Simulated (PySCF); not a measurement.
A small calculation by hand: entropy of an ideal gas

AlH4, SMILES [AlH4-], charge -1.

The structure is a stationary point at PBE-D3(BJ)/def2-TZVPD. The isomer is the one that the SMILES or the coordinates give; other isomers of the formula were not compared.

PBE-D3(BJ)/def2-TZVPD run with PySCF 2.14.0 gives the harmonic wavenumbers 729, 729, 736, 736, 736, 1606, 1606, 1606, 1680 cm⁻¹ and the rotational temperatures 3.2951, 3.2951, 3.2951 K. The molar mass is 31.01 g/mol, the symmetry number 12, the spin multiplicity 1.

### Question
Work out the entropy at 298.15 K and 1 atm in the rigid-rotor, harmonic-oscillator model.

### Answer

Translation (Sackur–Tetrode at 1 atm): S = R[1.5 ln M + 2.5 ln T − 1.16487] = 151.6 J/(mol K).
Rotation: q = (√π/σ) T^1.5/√(θA θB θC) = 127, S = R[ln q + 3/2] = 52.8 J/(mol K).
Vibration: with u = 1.4388 ν/T, each mode gives R[u/(e^u − 1) − ln(1 − e^−u)]:
| ν (cm⁻¹) | modes | u | S (J/(mol K)) |
|---|---|---|---|
| 729 | 2 | 3.52 | 2.29 |
| 736 | 3 | 3.55 | 3.34 |
| 1606 | 3 | 7.75 | 0.09 |
| 1680 | 1 | 8.11 | 0.02 |
These are all the modes. Sum 5.7 J/(mol K).
Spin: R ln 1 = 0.0 J/(mol K).
Total 210.1 J/(mol K); the program's own thermochemistry gives 210.1. Translation makes up 72 % and vibration 3 %. Anharmonicity, hindered rotation and orbital degeneracy are left out.
